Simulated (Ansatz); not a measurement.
Consider the ligand exchange at the Al–C bond: `[CH3][AlH][C](=N)O` + `O[SiH3]` → `[CH3][AlH][O][SiH3]` + `N=CO`.

Gas-phase electronic energies from Ansatz, PBE0-D4/def2-TZVP geometries. CBS: MP2 limit from def2 TZ/QZ plus the TZ coupled-cluster correction, frozen cores. This one scheme is used for every species. Functionals use def2-TZVPP. B3LYP here is the variant with VWN-RPA as its local correlation; programs differ in this. Each species was taken in one conformer, which may not be the lowest.

```csv
level,ΔE (kcal/mol),difference from CCSD(T)/CBS
PBE-D4,-37.3,2.9
r2SCAN-D4,-40.8,-0.6
B3LYP-D4,-41.0,-0.8
ωB97M-V,-40.0,0.2
r2SCAN,-40.8,-0.6
PBE0,-39.3,0.9
B3LYP,-41.3,-1.1
HF/def2-TZVPP,-45.9,-5.7
MP2/def2-TZVPP,-41.3,-1.1
SCS-MP2/def2-TZVPP,-42.0,-1.8
CCSD/def2-TZVPP,-41.7,-1.5
CCSD(T)/def2-TZVPP,-40.7,-0.5
SCS-MP2/def2-QZVPP,-41.8,-1.6
HF/CBS(def2),-46.2,-6.0
MP2/CBS(def2),-40.8,-0.6
CCSD/CBS(def2),-41.2,-1.0
CCSD(T)/CBS,-40.2,0
```

Largest T1 diagnostic among the species: 0.014.

From PBE to PBE0 (25 % exact exchange), in def2-TZVPP and without D4, ΔE moves by −1.8 kcal/mol. In def2-TZVPP, CCSD(T) changes the Hartree–Fock value by +5.2 kcal/mol (the triples alone add +1.0 kcal/mol) and MP2 by +4.5 kcal/mol.
